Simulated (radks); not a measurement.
Problem. These are the eigenvalues of the occupied orbitals of an atom or ion with whole-number occupations (hartree). Method: scalar-relativistic Kohn-Sham, PBE, spin-polarised, spherical densities, finite nucleus; Fermi nuclear charge, rms radius of each element as measured or else 0.836 A^(1/3) + 0.57 fm; computed with a radial shooting solver on a logarithmic mesh with Libxc functionals.

1s up: -1542.100
1s down: -1542.083
2s up: -252.7612
2s down: -252.7524
2p up: -226.7541
2p down: -226.7413
3s up: -58.97430
3s down: -58.96065
3p up: -50.73598
3p down: -50.72084
3d up: -39.16325
3d down: -39.14884
4s up: -16.04466
4s down: -16.01248
4p up: -13.31580
4p down: -13.28072
4d up: -9.39974
4d down: -9.35418
5s up: -5.95575
5p up: -5.09955

Which element is it, and in what charge state? The configuration may be excited. Open shells, if any, are filled with parallel spins first.

Solution. Z = 59, praseodymium, charge +9: Pr9+ in [Kr] 4d10 5s1 5p3. The list shows which subshells hold electrons but not how many an open one holds; the 1s level, -1542.1 hartree, gives Z - s = 55.5 by -(Z - s)^2/2, which with screening and relativity narrows Z to a few neighbours, and the depths of the outer levels then fix element, charge and occupations together.
